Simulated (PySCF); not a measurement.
Atoms are numbered as in `[CH3:1][NH:2][c:3]1[cH:4][n:5][cH:6][n:7][cH:8]1` (H(Xn): hydrogen on atom n).

Geometry: GFN2-xTB; GIAO absolute shieldings from PySCF, gas phase, non-relativistic, averaged over equivalent atoms.

At PBE0/pcSseg-0 (86 basis functions, 7.2 s wall time on 1 thread of an AMD EPYC 9R14, shared host):
```tsv
atoms	σ (ppm)
C6	34.6
C4/C8	46.4
C3	46.8
C1	163.2
N5/N7	-84.4
N2	208.2
H(C6)	23.63
H(C4)/H(C8)	24.78
H(C1)	30.01
H(N2)	31.05
```

Problem. Predict the values at BP86/6-31G-J on the same geometry.

Solution. 
```json
{"atoms": "C6", "σ at BP86/6-31G-J": "41.3", "change": "+6.7"}
{"atoms": "C4/C8", "σ at BP86/6-31G-J": "52.3", "change": "+5.9"}
{"atoms": "C3", "σ at BP86/6-31G-J": "50.7", "change": "+3.9"}
{"atoms": "C1", "σ at BP86/6-31G-J": "157.9", "change": "-5.3"}
{"atoms": "N5/N7", "σ at BP86/6-31G-J": "-58.3", "change": "+26.1"}
{"atoms": "N2", "σ at BP86/6-31G-J": "193.2", "change": "-15.0"}
{"atoms": "H(C6)", "σ at BP86/6-31G-J": "23.89", "change": "+0.26"}
{"atoms": "H(C4)/H(C8)", "σ at BP86/6-31G-J": "24.80", "change": "+0.02"}
{"atoms": "H(C1)", "σ at BP86/6-31G-J": "29.88", "change": "-0.13"}
{"atoms": "H(N2)", "σ at BP86/6-31G-J": "30.04", "change": "-1.01"}
```

The largest change is at N5/N7 (pyridine-type ring nitrogen). Cost: 124 basis functions, 19 s wall time on 1 thread of an AMD EPYC 9R14, shared host. The order of the carbon signals changes between the two levels.
